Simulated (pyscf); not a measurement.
# F–Ge(F)(F)–Ge(F)(F)–F (SMILES [F][Ge]([F])([F])[Ge]([F])([F])[F]), singlet

Gas-phase minimum from PySCF at ωB97X-D3(BJ)/def2-SVP, one conformer. 

SMILES: [F][Ge]([F])([F])[Ge]([F])([F])[F]
```xyz
8

F      0.0509    -0.6661     1.3635
Ge     0.3362     0.6005     0.2458
F      2.0282     0.6978    -0.0041
F     -0.1595     2.0634     0.9871
Ge    -0.8292     0.2219    -1.8135
F     -2.5204     0.1146    -1.5621
F     -0.5524     1.4926    -2.9286
F     -0.3257    -1.2365    -2.5583
```

Bonded distances (Å): F1–Ge2 1.713, Ge2–F3 1.713, Ge2–F4 1.713, Ge2–Ge5 2.396, Ge5–F6 1.713, Ge5–F7 1.713, Ge5–F8 1.713. Angles (°): F1–Ge2–F3 107.6, F1–Ge2–F4 107.5, F1–Ge2–Ge5 111.3, F3–Ge2–F4 107.5, F3–Ge2–Ge5 111.3, F4–Ge2–Ge5 111.5, Ge2–Ge5–F6 111.3, Ge2–Ge5–F7 111.3, Ge2–Ge5–F8 111.4, F6–Ge5–F7 107.5, F6–Ge5–F8 107.5, F7–Ge5–F8 107.5.

Properties at ωB97X-D3(BJ)/def2-SVP:

Harmonic wavenumbers, unscaled: 17, 77, 77, 142, 142, 183, 227, 227, 236, 237, 262, 360, 727, 762, 781, 782, 790, 791 cm⁻¹
Zero-point energy: 9.7 kcal/mol
Rotational symmetry number: 6
Entropy of this conformer at 298 K and 1 atm, rigid rotor and harmonic oscillator, modes under 100 cm⁻¹ raised to 100: 415.0 J/(mol K)
Dipole moment: 0.00 D

Single-point totals, which compare only within one level:

```
level                   total energy (hartree)
----------------------  ----------------------
ωB97X-D3(BJ)/def2-TZVP             -4753.52224
PBE/def2-TZVP                      -4752.40572
r²SCAN/def2-TZVP                   -4753.34048
B3LYP-D3(BJ)/def2-TZVP             -4753.68591
PBE0-D3(BJ)/def2-TZVP              -4752.50426
M06-2X/def2-TZVP                   -4753.42343
ωB97M-D3(BJ)/def2-TZVP             -4753.72961
```

The lowest mode is so soft that the shape along it may change with the basis. Soft torsions are taken as harmonic, which can shift the entropy by several J/(mol K). Elements up to Kr have no core potential and no relativistic terms here.
